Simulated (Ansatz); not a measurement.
Basis-set extrapolation for H$_{5}$O$_{2}$SSi$_{2}$, SMILES `O[SiH]S[SiH2]O` radical (PBE0-D4/def2-TZVP geometry, frozen core, the Gaussian-basis code of Ansatz). Multiplicity 2, UHF reference.

```
                       def2-TZVPP    def2-QZVPP
                 HF  -1128.260028  -1128.296999
    MP2 correlation     -0.880298     -0.954359
CCSD(T) correlation     -0.959950       not run
```

Energies in hartree. Use E(X) = E(∞) + A·exp(−7.88·√X) for Hartree–Fock and E(X) = E(∞) + B·X^(−2.97) for correlation, with X = 3 and 4, and add CCSD(T) minus MP2 of the smaller set to the MP2 limit.

Question: What is the CCSD(T) energy at the basis-set limit?

Answer: HF limit: -1128.296999 + (-0.036971) × 0.13774 = -1128.30209. MP2 limit: -0.954359 + (-0.074061) × 0.74074 = -1.00922. Higher-order term: -0.959950 − (-0.880298) = -0.07965. Total: -1129.39096 hartree, 4.65 eV below CCSD(T)/def2-TZVPP.
